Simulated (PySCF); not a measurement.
C3H7NSi, SMILES C=C=CN[SiH3]. The structure is a stationary point at PBE-D3(BJ)/def2-SVP. The structure was generated by enumeration, and PubChem lists no compound with its InChIKey, so it may never have been made. The values are those of a single conformer.

The numbers are results of PBE-D3(BJ)/def2-SVP (PySCF), not measurements.

Harmonic wavenumbers (cm⁻¹): 104, 131, 145, 208, 253, 270, 585, 600, 683, 701, 786, 846, 863, 886, 905, 945, 972, 995, 1182, 1324, 1355, 1453, 2015, 2156, 2161, 2184, 3011, 3070, 3084, 3569. Rotational constants (GHz): 7.661, 2.295, 1.827; symmetry number 1.

Q: Work out the zero-point energy and the ideal-gas rigid-rotor harmonic-oscillator thermochemistry at 298.15 K and 1 atm.

A: ZPE = ½ Σ hcν = ½ × 37442 cm⁻¹ = 223.95 kJ/mol. H − E(el) = 245.94 kJ/mol. Entropy in J/(mol K): translation 164.18, rotation 111.74, vibration 72.12, total 348.04. G − E(el) = 142.17 kJ/mol. Cp = 114.93 J/(mol K). Modes under 150 cm⁻¹ make the vibrational entropy uncertain.
